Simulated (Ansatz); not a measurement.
The inner images of a band of AsH2S (4 atoms, charge -1, multiplicity 1) are given out of order.

Level of theory: RKS B3LYP-D4/def2-SVP in Ansatz 0.2.0.

Image 0:

```xyz
4
Properties=species:S:1:pos:R:3
S -1.670 0.042 0.950
As 0.109 -0.603 -0.129
H 0.248 0.386 -1.352
H 1.314 0.175 0.531
```

Image 8:

```xyz
4
Properties=species:S:1:pos:R:3
S -1.184 0.342 -0.009
As 0.594 -1.102 0.384
H -0.973 0.766 -1.294
H 1.564 -0.006 0.919
```

Q: Put them in order from the first end to the last, with their energies above the first end.
A.
```xyz
4
Properties=species:S:1:pos:R:3
S -1.484 0.368 0.209
As 0.548 -0.955 -0.004
H -0.522 0.462 -0.846
H 1.458 0.125 0.641
```
B.
```xyz
4
Properties=species:S:1:pos:R:3
S -1.677 0.084 0.809
As 0.180 -0.638 -0.104
H 0.085 0.396 -1.237
H 1.412 0.159 0.532
```
C.
```xyz
4
Properties=species:S:1:pos:R:3
S -1.389 0.353 0.114
As 0.572 -1.059 0.178
H -0.647 0.601 -0.983
H 1.464 0.105 0.691
```
D.
```xyz
4
Properties=species:S:1:pos:R:3
S -1.635 0.226 0.541
As 0.382 -0.753 -0.135
H -0.213 0.384 -0.970
H 1.467 0.144 0.564
```
E.
```xyz
4
Properties=species:S:1:pos:R:3
S -1.661 0.147 0.673
As 0.276 -0.691 -0.114
H -0.069 0.395 -1.104
H 1.455 0.149 0.545
```
F.
```xyz
4
Properties=species:S:1:pos:R:3
S -1.280 0.312 0.045
As 0.576 -1.109 0.334
H -0.790 0.728 -1.141
H 1.495 0.069 0.762
```
G.
```xyz
4
Properties=species:S:1:pos:R:3
S -1.579 0.303 0.397
As 0.474 -0.824 -0.131
H -0.362 0.381 -0.852
H 1.467 0.139 0.586
```

A: B (+0.15 eV), E (+0.59 eV), D (+1.08 eV), G (+1.29 eV), A (+1.03 eV), C (+0.70 eV), F (+0.42 eV).

The run took 80 s on 1 thread of Arm Neoverse V1 (shared host), peak memory 0.12 GiB.
